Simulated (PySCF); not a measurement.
Isomers of C6H10O2SSi, one GFN2-xTB conformer each. Single-point energies are computed at PBE0/pcSseg-1 (PySCF, gas phase, no added dispersion term), electronic only.

Problem. Rank them by PBE0/pcSseg-1 energy, lowest first (kJ/mol).
A. `[CH3:1][CH2:2][O:3][Si@@H:4]([OH:5])[c:6]1[cH:7][cH:8][cH:9][s:10]1` with C1–C2–O3–Si4 157°, C2–O3–Si4–O5 -176°, O3–Si4–O5–H -32°, O3–Si4–C6–C7 -128°
B. `[CH3:1][O:2][SiH2:3][c:4]1[cH:5][cH:6][c:7]([O:8][CH3:9])[s:10]1` with C1–O2–Si3–C4 68°, O2–Si3–C4–C5 6°, C6–C7–O8–C9 178°

Solution. A (0.0), B (218.2).

As drawn, the lower has an O–H bond, which the higher lacks. GFN2-xTB itself gives, in the same order: 0.0, 136.2. Both levels put the same isomer lowest.

Problem. Which frontier levels, dipoles and rotational constants go with these structures?

Solution. 
| SMILES | HOMO (eV, PBE0/pcSseg-1) | LUMO (eV) | dipole (D) | A, B, C (MHz) |
| --- | --- | --- | --- | --- |
| CCO[Si@@H](O)c1cccs1 | -6.97 | -0.68 | 1.06 | 1471, 683.8, 511.3 |
| CO[SiH2]c1ccc(OC)s1 | -6.18 | -0.38 | 1.64 | 2918, 467.7, 414.4 |
